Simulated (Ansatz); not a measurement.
The cluster InSn2⁺. Total charge 1; triplet. Geometry PBE-D4/def2-SVP, that of the neutral doublet; atoms count from 1.

Cartesian coordinates in Å:
```
In -0.494 0.490 -1.777
Sn -0.460 -1.397 1.074
Sn 0.954 0.907 0.704
```

In the def2 sets In, Sn take a core potential; there is no spin–orbit coupling. The structure comes from a short search, and lower isomers may exist.

(1) Estimate the Mulliken populations from the PBE0/def2-TZVP orbitals of Ansatz.

(2) Where does the spin sit?

(3) And the Mayer bond orders between bonded heavy atoms (over 0.3)?

## Answers

(1) 
| atom | charge (e) | spin (α − β) |
| --- | --- | --- |
| In1 | 0.52 | 0.37 |
| Sn2 | 0.32 | 0.63 |
| Sn3 | 0.16 | 1.00 |
Mulliken values and Mayer orders depend strongly on the basis.

(2) Summed by element: In 0.37, Sn 1.63, of 2 unpaired in all. Largest on single atoms: Sn3 1.00, Sn2 0.63, In1 0.37.

(3) In1–Sn2 0.44 (3.42 Å); In1–Sn3 0.70 (2.90 Å); Sn2–Sn3 1.50 (2.73 Å).
